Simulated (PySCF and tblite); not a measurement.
C₅H₉FO, numbered as in [F:1][C@H:2]1[CH2:3][CH2:4][CH2:5][O:6][CH2:7]1: conformational analysis

The ensemble was built from 90 distance-geometry starts (ETKDG and KDG, MMFF94s, GFN2-xTB) and rests on PBE0-D3(BJ)/def2-SVP geometries. Energies: PBE0-D3(BJ)/def2-TZVP, with GFN2-xTB thermal terms (modes under about 100 cm⁻¹ blended into free rotors). Symmetry numbers and mirror images are counted. Conformers within 4 kcal/mol (GFN2-xTB free energy) were kept, 7 at most. GIAO shieldings: PBE0/pcSseg-1. Couplings: B3LYP/pcSseg-1 with pcJ-1 on H, F (gas phase; spin-dipole term only for pairs with B, N, F, Si or P). Couplings are for ¹⁹F, ¹H. Shifts are against TMS (¹H), TMS (¹³C), CFCl3 (¹⁹F) at the same level; of two unlike H on one atom, a is the less shielded. Codes: tblite and PySCF.

The 6-ring runs over atoms 2–3–4–5–6–7.

| conformer | shape | symmetry | E(GFN2) kcal/mol | E(DFT) kcal/mol | G(298.15 K) kcal/mol | weight % | dipole D |
| --- | --- | --- | --- | --- | --- | --- | --- |
| 1 | 6-ring chair (all substituents equatorial) | C1 | 0.00 | 0.00 | 0.00 | 57.3 | 1.79 |
| 2 | 6-ring chair (F1 axial) | C1 | 1.86 | 0.26 | 0.17 | 42.7 | 2.49 |
| 3 | 6-ring twist-boat (ring torsions 62, -21, -43, 67, -22, -40°) | C1 | 3.65 | 4.88 | 4.67 | 0.0 | 1.10 |

Weights (%) against temperature:

```tsv
T (K)	1	2	3	S(mix) cal/mol/K
180	62.3	37.7	0.0	1.32
230	59.5	40.5	0.0	1.34
298.15	57.3	42.7	0.0	1.36
330	56.6	43.3	0.0	1.37
400	55.5	44.3	0.2	1.39
```

Averaged shifts at 298.15 K. ¹H: 4.16 (H2, 1H), 3.66 (H7a, 1H), 3.49 (H5a, 1H), 3.43 (H7b, 1H), 3.39 (H5b, 1H), 1.72 (H3a, 1H), 1.66 (H4a, 1H), 1.58 (H3b, 1H), 1.26 (H4b, 1H) ppm. ¹³C: 86.2 (C2), 72.0 (C7), 68.4 (C5), 31.8 (C3), 25.1 (C4) ppm. ¹⁹F: -212.3 (F1) ppm.

Averaged couplings (Hz): ²J(F1,H2) 55.6, ³J(F1,H3b) 11.1, ³J(F1,H3a) 19.5, ⁴J(F1,H4a) 2.1, ⁴J(F1,H4b) -1.0, ⁵J(F1,H5a) 3.1, ³J(F1,H7b) 7.9, ³J(F1,H7a) 16.2, ³J(H2,H3b) 8.2, ³J(H2,H3a) 4.3, ⁴J(H2,H4a) -0.9, ³J(H2,H7b) 6.9, ³J(H2,H7a) 3.9, ²J(H3b,H3a) -14.4, ³J(H3b,H4a) 4.7, ³J(H3b,H4b) 9.8, ⁴J(H3b,H5b) 0.8, ⁴J(H3b,H5a) -0.6, ⁴J(H3b,H7b) 1.1, ³J(H3a,H4a) 8.3, ³J(H3a,H4b) 4.6, ⁴J(H3a,H5b) -0.7, ⁴J(H3a,H5a) 0.8, ⁴J(H3a,H7a) 1.6, ²J(H4a,H4b) -15.0, ³J(H4a,H5b) 3.5, ³J(H4a,H5a) 6.6, ³J(H4b,H5b) 8.4, ³J(H4b,H5a) 4.0, ²J(H5b,H5a) -12.9, ⁴J(H5b,H7a) -0.8, ⁴J(H5a,H7b) -0.8, ²J(H7b,H7a) -13.1. Computed couplings to fluorine can be off by tens of per cent at such levels.

Coordinates of conformer 1 (Å):

```xyz
16

F     1.483    2.105   -0.238
C     0.667    1.131    0.294
C    -0.560    0.939   -0.574
C    -1.355   -0.267   -0.083
C    -0.446   -1.479    0.050
O     0.656   -1.207    0.880
C     1.455   -0.167    0.392
H     0.369    1.450    1.309
H    -0.214    0.769   -1.609
H    -1.170    1.856   -0.583
H    -2.188   -0.490   -0.768
H    -1.799   -0.048    0.904
H    -0.095   -1.797   -0.954
H    -0.977   -2.329    0.502
H     1.859   -0.405   -0.615
H     2.307   -0.050    1.078
```

Unscaled ¹⁹F shifts at such levels can be off by tens of ppm; differences between conformers or isomers are more reliable. Shifts are unscaled: against experiment ¹³C can be off by 15 ppm or more and ¹H by 0.8 ppm.

Search and properties took 7.8 min on 1 thread of AMD EPYC 7571, shared host (rough), launched as `OMP_NUM_THREADS=1 python ens_run.py task.json out`.
